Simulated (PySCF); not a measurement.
Start geometry of `C1=CC(=CN2C=CC=C2)C=C1` from GFN2-xTB (Å):
```
atom  x, y, z in Å
C1     2.8574    1.3418    0.0232
C2     1.5286    1.1696   -0.1336
C3     1.1935   -0.1776    0.2968
C4     0.0194   -0.8440    0.3706
N5    -1.2303   -0.4648   -0.0370
C6    -1.5930    0.5463   -0.8907
C7    -2.9477    0.5444   -1.0202
C8    -3.4485   -0.5081   -0.2114
C9    -2.3752   -1.1119    0.3644
C10    2.4523   -0.7796    0.7209
C11    3.4368    0.1215    0.5433
H12    3.4184    2.2338   -0.1900
H13    0.8294    1.9138   -0.4619
H14    0.0312   -1.8284    0.8276
H15   -0.8621    1.1570   -1.3768
H16   -3.5299    1.2096   -1.6267
H17   -4.4784   -0.7775   -0.0867
H18   -2.3285   -1.9403    1.0439
H19    2.5385   -1.7844    1.0899
H20    4.4829   -0.0107    0.7514
```

Task: What comes out of this run: PBE0-D3(BJ)/def2-SVP geometry optimisation, gas phase in PySCF?

Result: 
```
atom  x, y, z in Å
C1     2.954    1.434   -0.149
C2     1.611    1.265   -0.298
C3     1.288   -0.089    0.144
C4     0.113   -0.767    0.221
N5    -1.143   -0.393   -0.202
C6    -1.499    0.634   -1.057
C7    -2.863    0.632   -1.184
C8    -3.371   -0.435   -0.378
C9    -2.296   -1.050    0.202
C10    2.549   -0.699    0.571
C11    3.541    0.209    0.382
H12    3.508    2.347   -0.370
H13    0.904    2.023   -0.627
H14    0.122   -1.760    0.680
H15   -0.743    1.242   -1.541
H16   -3.441    1.312   -1.806
H17   -4.414   -0.717   -0.249
H18   -2.234   -1.891    0.888
H19    2.645   -1.717    0.950
H20    4.601    0.064    0.594
```

The energy falls by 7.5 kJ/mol over 5 energy and gradient evaluations, the largest force component goes from 0.0114 to 3.1e-04 Eh/bohr, and the atoms move by 0.022 Å rms after alignment. Among the bonds, C1–H12, C2–H13, C6–H15, C7–H16, C8–H17, C9–H18, C10–H19 and C11–H20 change most and about equally (+0.015 to +0.016 Å). Bonds longer at the end by more than 0.005 Å: 21 of 21; shorter: 0. Rotational constants go from 4002, 609.5, 533.1 to 3924, 606.0, 529.0 MHz. The orientation of the end geometry is arbitrary; only internal coordinates are fixed.

The run used 199 basis functions and 37 SCF cycles in all. The run took 1.7 min of wall time on Arm Neoverse V2, one thread (shared host), and the process peaked at 0.91 GiB of memory.

Stationary, but not proved a minimum. The numbers are those of one conformer.
